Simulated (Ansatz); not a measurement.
## Which isomer of AlClFH3Si gives these data?

These gas-phase data were calculated for one isomer of AlClFH3Si at B3LYP-D3(BJ)/def2-SVP (harmonic, unscaled wavenumbers; equilibrium rotational constants with average atomic masses):

```
rotational constants            : 11.15, 1.186, 1.086 GHz
all wavenumbers above 1500 cm⁻¹ : 2207, 2202, 1957
dipole moment                   : 0.07 D (PBE0/def2-TZVPD)
```

Candidates:

(1) `F[SiH2][AlH][Cl]`, a singlet
(2) `[F][Al]([SiH3])[Cl]`, a singlet

Task: Assign the data to one candidate and say why.

Result: Candidate (1). The band at 1957 cm⁻¹ lies where the Al–H stretch is expected; (2) has no mode between 1700 and 2050 cm⁻¹.

The same quantities for all candidates:

```
     rotational constants (GHz)  wavenumbers above 1500 cm⁻¹  dipole (D)  E above the lowest, B3LYP-D3(BJ)/def2-SVP (kcal/mol)
(1)         11.15, 1.186, 1.086             2207, 2202, 1957        0.07                                                  21.1
(2)          4.148, 1.85, 1.299             2229, 2217, 2210        1.89                                                   0.0
```

Each candidate is one conformer. Programs: Ansatz 0.2.0.
